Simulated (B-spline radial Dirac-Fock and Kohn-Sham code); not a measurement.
# Lβ3 (L1-M3) energies across the elements Tb to Hg

Model: Dirac-Fock ΔSCF + Breit + QED. Program: an atomic code on a B-spline grid. Free neutral atoms. The model has no electron correlation.

| Z | element | energy (eV) | wavelength (Å) |
| --- | --- | --- | --- |
| 65 | Tb | 7100.8 | 1.7461 |
| 66 | Dy | 7374.4 | 1.6813 |
| 67 | Ho | 7655.0 | 1.6196 |
| 68 | Er | 7942.7 | 1.5610 |
| 69 | Tm | 8237.8 | 1.5051 |
| 70 | Yb | 8540.1 | 1.4518 |
| 71 | Lu | 8849.0 | 1.4011 |
| 72 | Hf | 9165.5 | 1.3527 |
| 73 | Ta | 9489.9 | 1.3065 |
| 74 | W | 9822.3 | 1.2623 |
| 75 | Re | 10162.9 | 1.2200 |
| 76 | Os | 10511.8 | 1.1795 |
| 77 | Ir | 10869.5 | 1.1407 |
| 78 | Pt | 11236.0 | 1.1035 |
| 79 | Au | 11611.6 | 1.0678 |
| 80 | Hg | 11996.7 | 1.0335 |

Q: How well does Moseley's law, √E linear in Z, describe these energies?

A: A straight-line fit gives √(E/eV) = 1.6829·(Z − 15.04). The slope squared is 0.2082 Ry, against 0.1389 Ry for a hydrogen-like ion. The residuals, fit less computed, are Tb -32.2, Dy -20.0, Ho -9.2, Er +0.2, Tm +8.0, Yb +14.1, Lu +19.4, Hf +22.6, Ta +23.7, W +22.5, Re +18.7, Os +12.1, Ir +2.6, Pt -10.1, Au -26.3, Hg -46.2 eV.
